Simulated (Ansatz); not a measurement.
A nudged elastic band was laid between two geometries of H6NSbSi (9 atoms, charge 0, multiplicity 1).

Method: RKS PBE0/def2-SVP (Ansatz).

| Property | Result |
| --- | --- |
| movable images | 7 |
| climbing image | yes |
| spring | 5.0 eV/Å² |
| optimiser | quadratic models (default) |
| start path | IDPP |
| force threshold | 0.05 eV/Å |
| iteration limit | 37 |
| end points | relaxed |

First end point:

```xyz
9
Properties=species:S:1:pos:R:3
N -0.037 0.616 -1.949
Sb 1.097 1.030 -0.269
Si 0.037 -0.739 1.311
H 0.455 -0.049 -2.545
H -0.946 0.209 -1.731
H 0.003 2.221 0.311
H 0.597 -2.088 0.982
H -1.448 -0.800 1.124
H 0.330 -0.446 2.749
```

Last end point:

```xyz
9
Properties=species:S:1:pos:R:3
N -0.500 1.519 -1.266
Sb 1.220 0.468 -0.800
Si 0.144 -1.264 0.809
H -0.912 1.149 -2.121
H -1.213 1.467 -0.540
H 1.605 1.479 0.535
H 1.171 -1.933 1.669
H -0.551 -2.317 0.003
H -0.876 -0.616 1.693
```

(1) What changes between the two ends?

(2) Give the energies along the band, and the barrier.

(3) What is the geometry of the highest image?

(4) What are the harmonic wavenumbers there?

The band took 5 iterations and of the order of 2.4 core-minutes.

Results:

(1) No bond is made or broken. The dihedral N1–Sb2–Si3–H9 goes from -162 to -41°. The two ends are copies of one structure, up to a mirror image or an exchange of like atoms.

(2) The forces met the threshold. The highest image is number 4 of 0 to 8, 0.048 eV above the ends, which have the same energy within 2 meV. A vibrational analysis at the climbing image gives one clearly imaginary mode, 116i cm⁻¹: a first-order saddle point.

```csv
image,path coordinate (Å),energy (eV),dihedral N1–Sb2–Si3–H9 (°)
0,0.00,0.000,-162
1,0.52,0.007,-148
2,1.05,0.025,-132
3,1.57,0.042,-117
4,2.10,0.048,-101
5,2.62,0.043,-86
6,3.14,0.026,-71
7,3.66,0.008,-56
8,4.18,0.000,-41
```

(3) 
```xyz
9
Properties=species:S:1:pos:R:3
N -0.401 1.195 -1.653
Sb 1.252 0.640 -0.545
Si 0.159 -1.097 1.075
H -0.456 0.627 -2.497
H -1.281 1.076 -1.154
H 1.021 1.894 0.604
H 1.044 -2.293 1.236
H -1.139 -1.558 0.486
H -0.110 -0.530 2.432
```

(4) 116i, 128, 185, 297, 417, 472, 527, 597, 657, 696, 857, 916, 929, 936, 1547, 1953, 2210, 2224, 2231, 3540, 3643 cm⁻¹.

The run took 2.4 min on 1 CPU thread of a shared host.
